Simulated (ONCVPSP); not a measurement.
Which change was made? (O, ONCV)

| Item | Value |
| --- | --- |
| Element | O (Z = 8) |
| Generator | ONCVPSP 4.0.1 |
| Type | optimised norm-conserving Vanderbilt (ONCV) |
| Functional | PBE |
| Relativity | scalar-relativistic |
| Frozen core | [He] |
| Valence charge | 6 |
| Reference configuration | 2s2 2p4 |
| Partial waves | 2s: rc 0.85 bohr, ncon 4, nbas 8, qcut 8.2 1/bohr, 3 projectors, debl 1 Ha; 2p: rc 1.90 bohr, ncon 4, nbas 8, qcut 7.3 1/bohr, 2 projectors, debl 0.4 Ha; d scattering state at 0.19 Ha: rc 1.55 bohr, ncon 4, nbas 8, qcut 5.6 1/bohr, 2 projectors, debl 2.4 Ha |
| Local potential | polynomial inside 0.75 bohr (lpopt 5, dvloc0 2 Ha) |
| Core correction | Teter function fitted to the true core (icmod 2), fcfact 0.4 |

Cutoffs, loose and tight: the cutoffs (Ha) at which the residual kinetic energy of the hardest occupied pseudo-wave falls to 1 and 0.1 mHa per electron. They do not see the model core or the augmentation charge, which bear on the density cutoff. Test errors are all-electron minus pseudo excitation energies from the reference, over the configurations 2s2 2p3; 2s2 2p2; 2s2 2p1; 2s2 2p3.5; variants that change the core or the reference have their own tests.

The base gives: outcome: generated; cutoff, loose: 40 Ha; cutoff, tight: 208 Ha; bound ghosts: s; GHOST(+) flags above zero: none; largest test error (meV): +2234.

(1) After one change the result is: outcome: generated; cutoff, loose: 40 Ha; cutoff, tight: 208 Ha; bound ghosts: s; GHOST(+) flags above zero: none; largest test error (meV): +1127. Which change was it?
A. p: rc 1.3
B. p: rc 1.46
C. p: rc 2.76
D. p: rc 1.72

## Answers

(1) B. The others give: p: rc 1.72 → outcome: generated; cutoff, loose: 40 Ha; cutoff, tight: 208 Ha; bound ghosts: s; GHOST(+) flags above zero: none; largest test error (meV): +1747 | p: rc 1.3 → outcome: generated; cutoff, loose: 40 Ha; cutoff, tight: 208 Ha; bound ghosts: s; GHOST(+) flags above zero: none; largest test error (meV): +835 | p: rc 2.76 → outcome: generated; cutoff, loose: 40 Ha; cutoff, tight: 208 Ha; bound ghosts: s; GHOST(+) flags above zero: none; largest test error (meV): +5361.
